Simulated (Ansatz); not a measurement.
CH3FGaI (`[CH3][Ga]([F])[I]`). Charge 0, multiplicity 1. I takes the def2 core potential.

Cartesian coordinates in Å:
```
C -0.6288 -0.6996 0.3885
Ga 0.5622 0.5754 -0.4715
F 0.9186 0.4356 -2.1827
I 1.7117 2.4922 0.5916
H -0.1246 -1.1533 1.2427
H -1.5156 -0.1783 0.7525
H -0.9235 -1.4719 -0.3212
```

Q: List the harmonic frequencies (cm⁻¹, unscaled) at PBE0-D4/def2-TZVP in Ansatz. (Estimate.)

A: The calculation gave: 18, 108, 145, 158, 251, 586, 681, 731, 764, 1225, 1444, 1444, 3067, 3158, 3174.

Q: Is this a minimum?

A: Yes, all 15 modes are real.

Q: Give the ideal-gas thermochemistry at 298.15 K and 1 bar (rigid rotor, harmonic oscillator; point group C1, symmetry number 1).

A: Zero-point energy 101.4 kJ/mol; H(298) − E = 121.5 kJ/mol; entropy 373.3 J/(mol·K), of which translation 176.7, rotation 119.0, vibration 77.5; G(298) − E = 10.3 kJ/mol. Modes under 100 cm⁻¹ are hindered rotations or soft bends, so the harmonic entropy is rough.
